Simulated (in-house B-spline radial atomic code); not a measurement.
**K: [Ar] 4s1**

Computed with a B-spline radial code for spherical atoms: Dirac-Kohn-Sham LDA PW92, spherical fractional occupations, Fermi nucleus of rms radius 3.4349 fm.

Z_r = [3n² - l(l+1)]/(2<r>); Z_e = n√(-2ε); the last column is Slater's effective charge. Values are occupation-weighted means over j.

| shell | electrons | ε (eV) | <r> (bohr) | Z_r | Z_e | Slater |
| --- | --- | --- | --- | --- | --- | --- |
| 1s | 2 | -3511.1 | 0.08124 | 18.46 | 16.06 | 18.70 |
| 2s | 2 | -352.19 | 0.3889 | 15.43 | 10.18 | 14.85 |
| 2p | 6 | -279.96 | 0.3512 | 14.24 | 9.07 | 14.85 |
| 3s | 2 | -35.178 | 1.27 | 10.63 | 4.82 | 7.75 |
| 3p | 6 | -18.837 | 1.438 | 8.69 | 3.53 | 7.75 |
| 4s | 1 | -2.4277 | 4.902 | 4.90 | 1.69 | 2.20 |

The least bound orbital is 4s1/2 at -2.428 eV, and it is also the most diffuse (<r> = 4.902 bohr).

Spin-orbit splittings of the orbital energies (j = l + 1/2 above j = l - 1/2 when positive): 2p 2.884 eV, 3p 0.2713 eV.

For the 1s electron the small component carries 0.458 % of the norm, the zero-frequency Breit interaction raises the level by 3.033 eV, self-energy by 1.389 eV, and vacuum polarisation lowers it by 0.09996 eV.

The density falls to 0.001 bohr⁻³ at 4.41 bohr; Σ<r²> = 47.641 bohr² gives, by the non-relativistic formula and without the paramagnetism of open shells, a Langevin diamagnetic susceptibility of -37.73×10⁻⁶ cm³/mol.
